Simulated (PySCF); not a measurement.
A PySCF script (with the pyscf-properties extension) for the NMR shieldings of SMILES CS[Si@@H]1C[SiH2][SiH2][SiH2]1, C₂H₁₂SSi₄, on a GFN2-xTB geometry:

```python
import basis_set_exchange as bse
import numpy as np
from pyscf import gto, dft
from pyscf.prop import nmr

atoms = """
C     3.467105    0.426809   -0.527534
S     2.268393   -0.586542   -1.438782
Si    0.685687   -0.591770    0.035051
C    -0.739690   -1.593232   -0.739602
Si   -2.481073   -1.166374   -0.072848
Si   -2.433977    1.126481    0.317442
Si   -0.142543    1.544013    0.481718
H     3.755561   -0.084080    0.386297
H     3.028147    1.393777   -0.297314
H     4.331932    0.553073   -1.169960
H     1.240285   -1.340876    1.172738
H    -0.731790   -1.419088   -1.816708
H    -0.552372   -2.658625   -0.616183
H    -3.470105   -1.673231   -1.030840
H    -2.680480   -1.934529    1.164502
H    -3.091916    1.913999   -0.734246
H    -3.161059    1.514387    1.533420
H     0.315286    2.018641    1.796632
H     0.382807    2.566418   -0.436080
"""
names = dict.fromkeys(["C", "S", "Si", "H"], "pcSseg-1")
basis = {el: gto.basis.parse(bse.get_basis(n, elements=[el], fmt="nwchem")) for el, n in names.items()}
mol = gto.M(atom=atoms, basis=basis, charge=0, verbose=0)
mf = dft.RKS(mol, xc="PBE0")
mf.grids.level = 2
mf.grids.alignment = dft.numint.BLKSIZE   # the property module wants whole blocks of grid points
mf.conv_tol = 1e-9
mf.kernel()

calc = nmr.RKS(mf)   # GIAO
C = mf.mo_coeff
Co = C[:, mf.mo_occ > 0]
resp = mf.gen_response(singlet=True, hermi=2)
def vind(x):   # induced exchange potential for any number of trial vectors
    d = np.einsum("pi,xij,qj->xpq", C, 2 * x.reshape(-1, C.shape[1], Co.shape[1]), Co, optimize=True)
    return np.einsum("xpq,pi,qj->xij", resp(d - d.transpose(0, 2, 1)), C, Co, optimize=True).ravel()
mo1, _ = nmr.rhf.solve_mo1(calc, with_cphf=vind)
sigma = calc.kernel(mo1)
for i, s in enumerate(sigma):   # ppm
    print("%2d %-2s %9.2f" % (i, mol.atom_pure_symbol(i), np.trace(s) / 3))
```

Task: Give the expected output.

Result: 
```
 0 C     171.02
 1 S     699.16
 2 Si    348.70
 3 C     193.72
 4 Si    416.49
 5 Si    472.81
 6 Si    470.92
 7 H      29.67
 8 H      29.85
 9 H      29.52
10 H      26.51
11 H      31.76
12 H      30.91
13 H      27.33
14 H      27.71
15 H      28.16
16 H      28.28
17 H      28.23
18 H      28.28
```

These numbers come from an equivalent density-fitted implementation of the same equations, which agrees with the script to about 0.01 ppm for H and up to a few tenths of a ppm for heavy atoms, so last digits may differ.

Task: Turn these shieldings into chemical shifts. Scale: 13C (186.93 ppm), 29Si (349.16 ppm), 1H (31.72 ppm) against TMS; 33S (503.73 ppm) vs CS2 (reference shieldings calculated alike).

Result: Averaging equivalent atoms: C 0: 15.9; C 3: -6.8; S 1: -195; Si 2: 0.5; Si 4: -67.3; Si 6: -121.8; Si 5: -123.6; H 10: 5.21; H 13: 4.39; H 14: 4.01; H 15: 3.55; H 17: 3.49; H 16: 3.44; H 18: 3.44; H 7/8/9: 2.03; H 12: 0.81; H 11: -0.04 ppm. 

Size and cost of the density-fitted run: 214 basis functions, 70 s wall time on 1 thread of an Arm Neoverse N1, shared host; peak memory 1.1 GiB.
